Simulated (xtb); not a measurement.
Species: C₃H₄S₃, SMILES `S=CCSC=S` (charge 0, multiplicity 1).

**Question.** Give a relaxed geometry from GFN2-xTB (xtb).

**Answer.** One answer among several that fit: the end point of this relaxation, one of several conformers (outside a Z-matrix the atoms follow the SMILES, hydrogens last).
Z-matrix (Å, degrees):
```
C
H 1 1.0895
H 1 1.0905 2 110.71
C 1 1.4756 2 112.35 3 126.03
H 4 1.0856 1 116.27 2 -174.01
S 4 1.6157 5 120.31 1 177.07
S 1 1.8484 2 108.35 3 -113.65
C 7 1.7301 1 100.74 2 -53.89
H 8 1.0846 7 114.10 1 -0.30
S 8 1.6163 9 121.54 7 179.87
```
